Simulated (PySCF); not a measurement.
**From computed data to an observable: chemical shift, span and skew from a shielding tensor**

C3H6N2Si, SMILES C1=NCN=C[SiH2]1. Atoms are numbered in the order given.

```xyz
12

C      0.0000     1.4433    -0.2397
N      0.0000     1.2880     1.0272
C      0.0000     0.0000     1.6855
N      0.0000    -1.2880     1.0272
C      0.0000    -1.4433    -0.2397
Si     0.0000     0.0000    -1.4640
H      0.0000     2.4917    -0.5916
H      0.8698     0.0000     2.3691
H     -0.8698     0.0000     2.3691
H      0.0000    -2.4917    -0.5916
H     -1.2091     0.0000    -2.3381
H      1.2091     0.0000    -2.3381
```
Charge 0, spin multiplicity 1.

The structure is a stationary point at B3LYP-D3(BJ)/def2-SVP. This is a generated structure with no PubChem entry under its InChIKey; it may be hypothetical. The values are those of a single conformer.

GIAO shieldings from PySCF with KT2/pcSseg-1, non-relativistic, no solvent. The symmetric part of the tensor of C3 has the principal values 72.7, 109.3, 129.6 ppm. The same nucleus in TMS has σ = 185.1 ppm at this level (PySCF, at its B3LYP-D3(BJ)/def2-TZVP geometry).

Q: Work out the isotropic shielding, the ¹³C shift against TMS, the span and the skew.

A: 
σ(iso) = (σ11 + σ22 + σ33)/3 = 103.9 ppm. δ = σ(ref) − σ(iso) = 185.1 − (103.9) = 81.2 ppm.
Span Ω = σ33 − σ11 = 56.9 ppm. Skew κ = 3(σ(iso) − σ22)/Ω = -0.29. Tumbling in solution averages the tensor to δ; in a static solid the shielding alone would spread this spin-1/2 line over Ω.
